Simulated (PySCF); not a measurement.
PW91 on Mg (magnesium, neutral), [Ne] 3s1 3d1, high-spin 3D determinant (an excited configuration). Calculation: PySCF 2.14, in dyall-av3z (20s13p6d4f, 117 functions); the non-relativistic Hamiltonian (point nucleus).

```
cycle= 1 E= -199.825769795907  delta_E= -0.00907  |g|= 0.0191  |ddm|= 0.26
cycle= 2 E= -199.82580239366  delta_E= -3.26e-05  |g|= 0.0151  |ddm|= 0.0194
cycle= 3 E= -199.825832275474  delta_E= -2.99e-05  |g|= 0.000676  |ddm|= 0.0034
cycle= 4 E= -199.825832312181  delta_E= -3.67e-08  |g|= 4.95e-05  |ddm|= 0.000845
cycle= 5 E= -199.825832313348  delta_E= -1.17e-09  |g|= 4.03e-06  |ddm|= 0.000193
cycle= 6 E= -199.825832313373  delta_E= -2.53e-11  |g|= 4.78e-07  |ddm|= 2.64e-05
converged SCF energy = -199.825832313373  <S^2> = 2.0000282  2S+1 = 3.0000188
```

Highest occupied orbital energy: 0.561 eV; ⟨L²⟩ = 6.00; populations by l: s 5.00, p 6.00, d 1.00, f 0.00.

(1) Can this result be used?

Answers

(1) Not for this state. The calculation finished and met its thresholds. The outer electron is Rydberg-like, and this basis confines it to a smaller radius and binds it less than a complete one would. At PW91 the highest occupied level has a positive energy, so only the finite basis holds that electron; for this excited configuration the basis is too tight for the outer shell.
